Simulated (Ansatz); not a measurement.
Ansatz (a quantum-chemistry and plane-wave program) input (B3LYP-D3(BJ)/def2-TZVP):

Ansatz 0.2 input:
```yaml
crystal:
  periodic: [false, false, false]
  atoms:
    - {symbol: In, position_ang: [1.02495660, -0.23966782, -0.35121410]}
    - {symbol: Br, position_ang: [-0.60456066, 1.81063737, -1.22976005]}
    - {symbol: Br, position_ang: [-0.41534215, -1.57667955, 1.58980863]}
basis:
  gaussian:
    orbitals: def2-TZVP
hamiltonian:
  xc: b3lyp
  dispersion: d3bj
total_charge: -1
relax: {f_tol: 0.002, max_steps: 150}
```

Output:

```
Functional definition: B3LYP
integrals: 0.08 GiB planned
1291 factors; their error is unknown
mean field: 0.77 GiB planned
mean field evaluation 1: about -145274.9188 eV, gradient 2.0e1 eV
mean field evaluation 2: about -145274.8779 eV, gradient 1.8e1 eV
mean field evaluation 4: about -145275.2871 eV, gradient 1.5e-1 eV
mean field evaluation 8: about -145276.0230 eV, gradient 4.6e-1 eV
mean field evaluation 16: about -145276.0232 eV, gradient 4.2e-5 eV
mean field -145276.02316895 eV, -5338.7953798337 hartree, gradient 4.2e-5 eV, S^2 0.000000; 0 other end points of the search recorded, 0 dependent functions left out
the calculation of the forces begins
reference -145276.02338805 eV, -5338.7953878856 hartree; 46, 46 occupied and 100, 100 virtual orbitals, 1291 factors
relax step   1: F+E_penalty+E_count = -145276.20499941 eV  Δ(F+E_penalty+E_count) = +0.000e0 eV  max|allowed force component| = 1.741e-1 eV/Å  Δτ_max = 0.0000 Å  (28 SCF iters, accepted)
these checks for a lower state are left out or cut short: starts, cluster_reference, orbital_swaps, neighbouring_geometries, increment
integrals: 0.08 GiB planned
1291 factors; their error is unknown
mean field: 0.77 GiB planned
mean field -145276.02694002 eV, -5338.7955184181 hartree, gradient 1.5e-5 eV, S^2 0.000000; 0 other end points of the search recorded, 0 dependent functions left out
the calculation of the forces begins
reference -145276.02715894 eV, -5338.7955264632 hartree; 46, 46 occupied and 100, 100 virtual orbitals, 1291 factors
relax step   2: F+E_penalty+E_count = -145276.21055892 eV  Δ(F+E_penalty+E_count) = -5.560e-3 eV  max|allowed force component| = 1.958e-2 eV/Å  Δτ_max = 0.0431 Å  (32 SCF iters, accepted)
these checks for a lower state are left out or cut short: starts, cluster_reference, orbital_swaps, neighbouring_geometries, increment
integrals: 0.08 GiB planned
1291 factors; their error is unknown
mean field: 0.77 GiB planned
mean field evaluation 32: about -145276.0265 eV, gradient 1.4e-5 eV
mean field -145276.02648888 eV, -5338.7955018390 hartree, gradient 1.4e-5 eV, S^2 0.000000; 0 other end points of the search recorded, 0 dependent functions left out
the calculation of the forces begins
reference -145276.02670771 eV, -5338.7955098806 hartree; 46, 46 occupied and 100, 100 virtual orbitals, 1291 factors
relax step   3: F+E_penalty+E_count = -145276.21074659 eV  Δ(F+E_penalty+E_count) = -1.877e-4 eV  max|allowed force component| = 4.933e-3 eV/Å  Δτ_max = 0.0118 Å  (33 SCF iters, accepted)
these checks for a lower state are left out or cut short: starts, cluster_reference, orbital_swaps, neighbouring_geometries, increment
integrals: 0.08 GiB planned
1291 factors; their error is unknown
mean field: 0.77 GiB planned
mean field -145276.02638708 eV, -5338.7954980979 hartree, gradient 1.4e-5 eV, S^2 0.000000; 0 other end points of the search recorded, 0 dependent functions left out
the calculation of the forces begins
reference -145276.02660587 eV, -5338.7955061383 hartree; 46, 46 occupied and 100, 100 virtual orbitals, 1291 factors
relax step   4: F+E_penalty+E_count = -145276.21075300 eV  Δ(F+E_penalty+E_count) = -6.417e-6 eV  max|allowed force component| = 1.368e-4 eV/Å  Δτ_max = 0.0017 Å  (34 SCF iters, accepted)
integrals: 0.08 GiB planned
1291 factors; their error is unknown
mean field: 0.77 GiB planned
mean field evaluation 64: about -145276.0264 eV, gradient 3.7e-5 eV
mean field -145276.02638708 eV, -5338.7954980979 hartree, gradient 1.4e-5 eV, S^2 0.000000; 1 other end points of the search recorded, 0 dependent functions left out
the calculation of the forces begins
reference -145276.02660587 eV, -5338.7955061383 hartree; 46, 46 occupied and 100, 100 virtual orbitals, 1291 factors
Total energy: -145276.21097180 eV, -5338.8022814610 hartree
Atom 0 at     1.074003    -0.251001    -0.368243 Å, force    -0.000025     0.000016     0.000000 eV/Å
Atom 1 at    -0.627165     1.782479    -1.193106 Å, force     0.000025    -0.000137     0.000105 eV/Å
Atom 2 at    -0.441784    -1.537188     1.570184 Å, force     0.000001     0.000121    -0.000105 eV/Å
Dipole moment:     0.610438    -0.141807    -0.211303 e Å
```
